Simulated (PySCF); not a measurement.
**Vibration and rotation of RhN**

PW91 constants of RhN, ³Π (triplet), unpaired electrons σ ↑, π ↑ (PySCF, scalar-relativistic core potentials, basis sets Rh def2-TZVPP with ECP28, N def2-TZVPP; masses 102.9055 and 14.0031 u):

```
ωe                     : 999.5 cm⁻¹
ωexe                   : 4.88 cm⁻¹
Be                     : 0.5122 cm⁻¹
αe                     : 0.00328 cm⁻¹
De to Rh (4d8 5s1) + N : 4.63 eV
```

What force constant and bond length do these constants imply?

Reduced mass μred = 12.326 u; k = 5.8918×10⁻⁷·μred·ωe² (u, cm⁻¹, mdyn/Å) = 7.25 mdyn/Å; Re = √(16.8576/(μred·Be)) (u, cm⁻¹, Å) = 1.634 Å.

Estimate the centrifugal constant D from the Kratzer relation and find the Dunham coefficient a1.

D = 4Be³/ωe² = 5.38e-07 cm⁻¹; a1 = −1 − αeωe/(6Be²) = -3.08.

The metal atom is held in its measured ground configuration; semilocal functionals can put another filling of s and d lower by some tenths of an eV, and De to that atom would be smaller. These are scalar-relativistic numbers at best; spin–orbit coupling would shift them, the dissociation energy most. The state is the lowest single determinant that the PBE0 search found; with open d or f shells the true ground state can be another one.
